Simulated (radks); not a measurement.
The strontium ion Sr4+, 34 electrons, occupied as [Ar] 3d10 4s2 4p4.

Method: Dirac Kohn-Sham, LDA (Slater exchange, Perdew-Wang correlation), spin-unpolarised, spherical densities, point nucleus; open shells are shared between the two j in proportion to 2j + 1; computed with a radial shooting solver on a logarithmic mesh with Libxc functionals.

Energy parts (eV):
part                       energy
total                  -86308.455
kinetic                 88882.728
electron-nucleus      -206790.785
Hartree                 34318.408
exchange-correlation    -2718.807

Orbitals (lengths in bohr, moments of r in powers of bohr):
1s1/2: occ. 2; eigenvalue (eV) -15955.74; <1/r> 38.95; small-component weight 1.90e-02
2s1/2: occ. 2; eigenvalue (eV) -2202.464; <1/r> 8.768; small-component weight 3.83e-03
2p1/2: occ. 2; eigenvalue (eV) -2010.453; <1/r> 8.747; small-component weight 3.83e-03
2p3/2: occ. 4; eigenvalue (eV) -1942.152; <1/r> 8.407; small-component weight 3.73e-03
3s1/2: occ. 2; eigenvalue (eV) -380.3628; <1/r> 2.933; small-component weight 9.67e-04
3p1/2: occ. 2; eigenvalue (eV) -310.5697; <1/r> 2.827; small-component weight 9.17e-04
3p3/2: occ. 4; eigenvalue (eV) -300.0525; <1/r> 2.745; small-component weight 8.89e-04
3d3/2: occ. 4; eigenvalue (eV) -177.0111; <1/r> 2.526; small-component weight 7.74e-04
3d5/2: occ. 6; eigenvalue (eV) -175.1689; <1/r> 2.505; small-component weight 7.66e-04
4s1/2: occ. 2; eigenvalue (eV) -84.2967; <1/r> 1.044; small-component weight 2.05e-04
4p1/2: occ. 1.33333; eigenvalue (eV) -65.7740; <1/r> 0.9382; small-component weight 1.72e-04
4p3/2: occ. 2.66667; eigenvalue (eV) -64.3482; <1/r> 0.9186; small-component weight 1.67e-04

The highest occupied level is 4p3/2 at -64.348 eV. Summed over all electrons, <r^2> = 18.78 bohr^2, which gives a Langevin (diamagnetic) susceptibility term of -14.9 x 10^-6 cm^3/mol. The density falls to 0.001 e/bohr^3 at r = 2.99 bohr. For comparison, the ionisation energy in NIST's Atomic Spectra Database is 71 eV (semi-empirical). In exact Kohn-Sham theory the highest level is minus the ionisation energy, but local and semilocal functionals leave it too shallow, through self-interaction and a potential that decays too fast; potentials with the right tail come closer.

Beside tabulated values, note that spin-unpolarised runs miss the spin-polarisation part of the exchange energy of open shells.
